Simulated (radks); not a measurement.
The numbers below are computed, except where a source is named.
Dy+, configuration [Xe] 4f10 6s1.

Code: a radial shooting solver on a logarithmic mesh with Libxc functionals. Model: non-relativistic Kohn-Sham, PBEsol, spin-polarised, spherical densities, point nucleus; open shells are filled with parallel spins first (spin-orbit coupling, left out, can overturn this in heavy ions); relativity is left out, which matters for an element this heavy.

Energy parts (eV):
| part | energy |
|---|---|
| total | -316767.84 |
| kinetic | 316666.58 |
| electron-nucleus | -752469.33 |
| Hartree | 125803.47 |
| exchange-correlation | -6768.57 |

Orbitals (lengths in bohr, moments of r in powers of bohr; r(90%) holds 90 % of the orbital's charge):
1s up: occ. 1; eigenvalue (eV) -50186.37; <r^2> 0.0007060; r(90%) 0.0408
1s down: occ. 1; eigenvalue (eV) -50186.36; <r^2> 0.0007060; r(90%) 0.0408
2s up: occ. 1; eigenvalue (eV) -8045.436; <r^2> 0.01119; r(90%) 0.150
2s down: occ. 1; eigenvalue (eV) -8045.354; <r^2> 0.01119; r(90%) 0.150
2p up: occ. 3; eigenvalue (eV) -7668.187; <r^2> 0.008309; r(90%) 0.134
2p down: occ. 3; eigenvalue (eV) -7668.137; <r^2> 0.008308; r(90%) 0.134
3s up: occ. 1; eigenvalue (eV) -1784.444; <r^2> 0.07197; r(90%) 0.367
3s down: occ. 1; eigenvalue (eV) -1782.458; <r^2> 0.07189; r(90%) 0.367
3p up: occ. 3; eigenvalue (eV) -1614.856; <r^2> 0.06718; r(90%) 0.359
3p down: occ. 3; eigenvalue (eV) -1613.047; <r^2> 0.06710; r(90%) 0.359
3d up: occ. 5; eigenvalue (eV) -1298.520; <r^2> 0.05334; r(90%) 0.331
3d down: occ. 5; eigenvalue (eV) -1297.210; <r^2> 0.05325; r(90%) 0.331
4s up: occ. 1; eigenvalue (eV) -349.6548; <r^2> 0.3619; r(90%) 0.813
4s down: occ. 1; eigenvalue (eV) -346.1631; <r^2> 0.3622; r(90%) 0.813
4p up: occ. 3; eigenvalue (eV) -282.5331; <r^2> 0.3811; r(90%) 0.842
4p down: occ. 3; eigenvalue (eV) -279.0561; <r^2> 0.3815; r(90%) 0.842
4d up: occ. 5; eigenvalue (eV) -162.3213; <r^2> 0.4333; r(90%) 0.918
4d down: occ. 5; eigenvalue (eV) -158.8752; <r^2> 0.4346; r(90%) 0.920
5s up: occ. 1; eigenvalue (eV) -48.8489; <r^2> 2.199; r(90%) 2.02
5s down: occ. 1; eigenvalue (eV) -47.3558; <r^2> 2.238; r(90%) 2.04
5p up: occ. 3; eigenvalue (eV) -31.1486; <r^2> 2.857; r(90%) 2.33
5p down: occ. 3; eigenvalue (eV) -29.9387; <r^2> 2.911; r(90%) 2.35
4f up: occ. 7; eigenvalue (eV) -14.4825; <r^2> 0.8867; r(90%) 1.41
4f down: occ. 3; eigenvalue (eV) -11.4085; <r^2> 0.9654; r(90%) 1.47
6s up: occ. 1; eigenvalue (eV) -8.6392; <r^2> 17.13; r(90%) 5.64
6s down: occ. 0; eigenvalue (eV) -7.5253; <r^2> 16.82; r(90%) 5.58

The highest occupied level is 6s up at -8.639 eV. Spin moment in Bohr magnetons: 5. The spin density at the nucleus is 8.109 e/bohr^3 (1s 0.025, 2s -0.285, 3s -2.946, 4s 0.832, 5s 2.356, 6s 8.127).
